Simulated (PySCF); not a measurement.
[AuF4]- (charge -1 and singlet state).
Bonds: Au1–F2, Au1–F3, Au1–F4, Au1–F5.

Method: PBE0-D3(BJ)/def2-SVP geometry optimisation, gas phase, def2 core potentials past Kr in PySCF.

**Question.** Give the optimised bond lengths and angles.

**Answer.** 
```tsv
bond	length (Å)
Au1–F2 and 3 like bonds	1.922
```

Bonds in one row agree within 0.01 Å and their mean is given. A selection of angles:
```tsv
angle	degrees
F2–Au1–F3	90.3
F2–Au1–F4	179.9
```

Au1 (gold bonded to 4 F) is square planar (angles from 89.8° to 179.9°). The 5 heavy atoms lie in one plane (0.000 Å rms). All 4 Au–F bonds measure 1.921 to 1.922 Å.

Point group: D4h (every atom within 0.08 Å of its image). Stationary, but not proved a minimum. The geometry's basis has no diffuse functions, a weakness for an anion.

Hardware: x86-64 server, one thread, on a shared host. Cost: 20 s of wall time. That covers the optimisation of the geometry.


Species: MnO3Cl (singlet state).
Bonds: Mn1–O2, Mn1–O3, Mn1–O4, Mn1–Cl5.

The calculation used PySCF 2.14.0, PBE0-D3(BJ)/def2-SVP geometry optimisation, gas phase.

(1) Give the optimised bond lengths and angles.

Answers

(1) 
```
                  bond  length (Å)
Mn1–O2, Mn1–O3, Mn1–O4       1.533
               Mn1–Cl5       2.112
```

Bonds in one row agree within 0.01 Å and their mean is given. A selection of angles:
```
     angle  degrees
 O2–Mn1–O3    111.4
O2–Mn1–Cl5    107.6
```

Mn1 (manganese bonded to Cl and 3 O) is tetrahedral (angles from 107.3° to 111.4°). All 3 Mn–O bonds measure 1.533 to 1.534 Å.

Point group: C3v (every atom within 0.08 Å of its image). Whether it is a minimum is left open (no frequencies).

Time: 22 s of wall time. Hardware: x86-64 server, one thread, on a shared host. That covers the optimisation of the geometry.
